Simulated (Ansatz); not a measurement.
`C[Se][AlH][F]` + `CNC` → `C[N](C)[AlH][F]` + `C[SeH]` at 400 K and 1 bar (ligand exchange at the Al–Se bond).

Calculated with Ansatz (gas phase, PBE0-D4/def2-TZVP geometries, no zero-point term in ΔE). CCSD(T)/CBS is the MP2 limit (def2-TZVPP, def2-QZVPP) plus CCSD(T) − MP2 in def2-TZVPP, frozen cores. For Se outer-core shells are correlated without core-valence functions, which leaves a few kJ/mol of doubt a bond. Scalar relativity is left out up to krypton. One conformer a species, not always the lowest.

```tsv
species	CCSD(T)/CBS energy (Eh)	H − E (kJ/mol)	S (J/(mol·K))
`C[Se][AlH][F]`	-2783.08628	155.5	377.6
`CNC`	-135.00321	264.6	293.2
`C[N](C)[AlH][F]`	-476.92428	274.8	378.8
`C[SeH]`	-2441.15625	135.4	284.5
```

H − E and S are ideal-gas, rigid-rotor, harmonic terms from PBE0-D4/def2-TZVP, for one conformer and one mirror image of each species. 1 Eh = 2625.50 kJ/mol, R = 8.31446 J/(mol·K).

Problem. By hand: ΔE, ΔH, ΔS and ΔG.

Solution. ΔE = (-476.92428) + (-2441.15625) − (-2783.08628) − (-135.00321) = 0.00896 Eh = 23.5 kJ/mol. Δ(H − E) = 274.8 + 135.4 − 155.5 − 264.6 = -9.9, so ΔH = 13.6 kJ/mol. ΔS = 378.8 + 284.5 − 377.6 − 293.2 = -7.5 J/(mol·K). ΔG = 13.6 − 400 × (-7.5)/1000 = 16.6 kJ/mol.

Problem. By hand: the equilibrium constant, and the temperature at which ΔG would vanish if ΔH and ΔS stayed fixed.

Solution. log₁₀ K = −ΔG/(RT ln 10) = -2.2. ΔH and −TΔS have one sign here, so there is no such temperature.

The number of gas molecules stays the same, so ΔS is small and ΔH decides. A doubt of 5 kJ/mol in ΔE shifts log₁₀ K by 0.7 here. Other conformers and mirror images would add mixing entropy, several J/(mol·K) or more a flexible species. These are equilibria of isolated gas molecules and say nothing of rates. Largest T1 diagnostic: 0.012 (customary marks: 0.02 for closed shells, 0.045 for open ones).

ΔS is within the doubt of such terms, so its sign, and with it that verdict, could turn.
